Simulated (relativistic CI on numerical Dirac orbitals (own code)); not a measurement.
# Hyperfine structure of Os XXXVIII, mass number 187

Calculated at this level of theory: Dirac-Coulomb-Breit CI, separate exchange-only KLI orbitals for each configuration, a model potential for QED, unscaled Slater integrals (own radial code, finite nucleus).

CI space (outside the closed core [Ar] 3d10): 4s²4p⁶4d³, 4s²4p⁶4d²4f, 4s²4p⁵4d⁴, 4s4p⁶4d⁴, 4s4p⁶4d³4f, 4s²4p⁶4d²5s, 4s²4p⁶4d4f5s, 4s²4p⁶4d²5p, 4s²4p⁶4d²5d, 4s²4p⁵4d³5s, 4s²4p⁶4d4f², 4s²4p⁶4f³, 4s4p⁶4d4f³, 4s²4p⁶4f²5s, 4s²4p⁶4f²5p, 4s²4p⁶4d5s², 4s²4p⁶4f5s², 4s4p⁶4d4f5s², 4s²4p⁶5s²5p. Double excitations out of closed p, d and f shells are left out; levels of such configurations are missing from the list, as are those of other unlisted configurations, and high levels can miss mixing partners. These lack a partner that the ground configuration has and come out too high: 4s²4p⁶4d²5d, 4s²4p⁵4d³5s.

Nuclear spin I = 1/2, μ = 0.06442 μN (tables of Stone and Pyykkö). The electronic factors are computed for point nuclear moments, without core polarisation or the Bohr-Weisskopf and QED corrections.

```csv
Level,E (eV),A (MHz)
4s²4p⁶4d³ ⁴F5/2,17.6995,2237
4s²4p⁶4d³ ⁴P1/2,22.3482,-1589
4s²4p⁶4d³ ⁴F7/2,39.3275,1845
4s²4p⁶4d³ ⁴F9/2,41.3465,1904
4s²4p⁶4d³ ²P1/2,44.0393,-673.1
4s²4p⁶4d³ ²H11/2,45.7098,2142
```

Levels with J = 0, under 50 % of one LS term, or S terms without an open s electron are left out. Small factors come from cancelling terms and can be off by tens of per cent or more.

At this charge energies of transitions that change n are usually good to better than 1 %, and those within a shell (Δn = 0) to a few per cent. Terms inside the open d or f shell come out 10 to 20 % too wide with unscaled integrals.

Give the hyperfine levels of 4s²4p⁶4d³ ⁴F5/2 relative to its centre of gravity.

With K = F(F + 1) − I(I + 1) − J(J + 1), E = AK/2: F = 2: -3915, F = 3: 2797 MHz.

LS names give the leading component of a level, which can be under half, so a name can repeat, a term be missing and a line seem to break the LS rules.
